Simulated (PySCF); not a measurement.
PySCF 2.14 output of an unrestricted M06-2X calculation on a single atom or ion in cc-pVDZ-DK, with the spin-free X2C one-electron Hamiltonian (Gaussian nucleus):

```
SCF conv_tol = 1e-09
number electrons alpha = 6  beta = 6
    Y. Zhao and D. G. Truhlar.,  Theor. Chem. Acc. 120, 215 (2008)
    Y. Zhao and D. G. Truhlar.,  Theor. Chem. Acc. 120, 215 (2008)
cycle= 1 E= -242.572062510764  delta_E= -0.00136  |g|= 0.00281  |ddm|= 0.45
cycle= 2 E= -242.572074439854  delta_E= -1.19e-05  |g|= 0.000355  |ddm|= 0.0536
cycle= 3 E= -242.572074563476  delta_E= -1.24e-07  |g|= 2.5e-05  |ddm|= 0.00512
cycle= 4 E= -242.572074564317  delta_E= -8.4e-10  |g|= 2.69e-07  |ddm|= 0.000491
converged SCF energy = -242.572074564317  <S^2> = 8.8817842e-15  2S+1 = 1
```

The run itself started from symmetry-adapted Hartree-Fock orbitals and held the occupation by maximum overlap, on a logarithmic radial grid, so the iterations belong to that start.

Question: Which element, charge and spin multiplicity is this?

Answer: Al⁺ (aluminium, charge +1), multiplicity 1; the state was [Ne] 3s2, closed-shell 1S.
